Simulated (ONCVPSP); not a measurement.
# vanadium, ONCV: configuration errors across variants

ONCVPSP 4.0.1 input, shortened (lines: element, Z, core and valence counts, functional; n l f; lmax; l rc ep ncon nbas qcut; lloc lpopt rc5 dvloc0; l nproj debl; icmod fcfact rcfact), PBE, scalar-relativistic:

```
  V 23.00    3    5        4      upf
    1    0    2.00
    2    0    2.00
    2    1    6.00
    3    0    2.00
    3    1    6.00
    3    2    3.00
    4    0    1.00
    4    1    1.00
    2
    0    1.30    0.00    4    9   11.10
    1    2.00    0.00    4    8    7.50
    2    2.25    0.00    5   10    5.70
    4    4    1.00    6.00
    0    2    2.20
    1    2    2.20
    2    3    0.70
    1    0.50    0.00
```

All-electron excitation energies from the reference (eV): (1) 3s2 3p6 3d3 4s2 4p0 -3.347; (2) 3s2 3p6 3d3 4s1 4p0 4.388; (3) 3s2 3p6 3d3 4s0 4p0 18.683; (4) 3s2 3p6 3d4 4s0 4p0 3.850.

Errors AE − PS in meV (a dash: test not solved or not reliable):

```csv
change,(1),(2),(3),(4),bound ghosts,GHOST(+) flags above zero
base,+0.1,0.0,-3.2,+144,none,d
s: nbas 8,+0.1,0.0,-3.2,+144,none,d
"d: ncon 3, nbas 8",-0.6,-0.1,-14,+205,none,none
"core correction polynomial model core, fcfact 0.76",+0.1,0.0,-3.2,+144,none,d
"local potential polynomial inside 1.00 bohr (lpopt 4, dvloc0 10 Ha)",+0.1,0.0,-3.2,+144,none,none
```

Question: Give the same row for: d: rc 2.72.

Answer: -0.9, -0.5, -24, +245; bound ghosts: none; GHOST(+) flags above zero: none.
